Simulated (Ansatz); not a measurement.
Ansatz (a program for electronic structure) input (RI-MP2/aug-cc-pVQZ):
A basis named .json is the Basis Set Exchange file of that set.

Ansatz 0.2 input:
```yaml
crystal:
  periodic: [false, false, false]
  atoms:
    - {symbol: O, position_ang: [0.13525849, 1.35592352, -1.16132046]}
    - {symbol: Ge, position_ang: [-0.01988170, -0.14204225, 0.11177867]}
    - {symbol: O, position_ang: [-1.19479258, 0.69656597, 1.06633211]}
    - {symbol: O, position_ang: [-0.49452712, -1.45002421, -0.90522240]}
    - {symbol: O, position_ang: [1.60440503, -0.24695838, 0.68569350]}
    - {symbol: H, position_ang: [-0.20957433, 2.22101521, -0.88272076]}
    - {symbol: H, position_ang: [-1.05011430, 0.71509541, 2.02282787]}
    - {symbol: H, position_ang: [-1.44441328, -1.58974653, -1.02792182]}
    - {symbol: H, position_ang: [2.03819430, -1.10596587, 0.57851502]}
    - {symbol: H, position_ang: [0.89937130, 1.46089855, -1.75147962]}
basis:
  gaussian:
    orbitals: aug-cc-pVQZ
    fitting: {mean_field: def2-universal-jkfit, correlation: aug-cc-pVQZ-RIFIT.json}
total_charge: 2
magnetization: {spin_polarized: true, initial_magnetization: 1}
correlation: {method: mp2, electrons: outside_noble_gas}
```

End of the output:

```
664 factors; integrals over basis functions are off by at most 2.3e0 eV
mean field: 4.30 GiB planned
mean field evaluation 1: about -64673.3697 eV, gradient 6.1e1 eV
mean field evaluation 2: about -64680.9658 eV, gradient 3.8e1 eV
mean field evaluation 4: about -64685.3647 eV, gradient 2.8e0 eV
mean field evaluation 8: about -64685.8436 eV, gradient 2.2e0 eV
mean field evaluation 16: about -64686.7693 eV, gradient 4.0e-4 eV
mean field evaluation 32: about -64686.7293 eV, gradient 6.2e-1 eV
mean field evaluation 64: about -64685.7646 eV, gradient 2.7e-1 eV
mean field -64686.76933557 eV, -2377.1949268150 hartree, gradient 2.5e-6 eV, S^2 0.757069; 10 other end points of the search recorded, 0 dependent functions left out
18 core orbitals not correlated
1334 factors; their error is unknown
reference -64686.76933557 eV, -2377.1949268150 hartree; 16, 15 occupied and 609, 610 virtual orbitals, 1334 factors
second order -30.17446171 eV of doubles, -0.00000000 eV of singles
Total energy: -64716.94379728 eV, -2378.3038178300 hartree
```

This state (charge 2, doublet) is run at the relaxed geometry of the species with charge 1 and multiplicity 1.
